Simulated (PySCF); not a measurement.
**Electron correlation in O (oxygen, neutral)**

[He] 2s2 2p4, high-spin 3P determinant. Calculation: PySCF 2.14, in def2-QZVPPD (8s5p4d2f1g, 66 functions); the non-relativistic Hamiltonian (point nucleus). Frozen: nothing; 8 electrons correlated.

```tsv
level	correlation energy (mhartree)
CCSD	-196.16
(T)	-3.90
CCSD(T)	-200.06
```

Diagnostics: T1 = 0.0062, D1 = 0.0117, largest double amplitude 0.027.

Cost of the coupled-cluster step: roughly 9 core-seconds, for 8 correlated electrons.

This basis was not built for core-valence correlation, so the inner-shell part is incomplete.
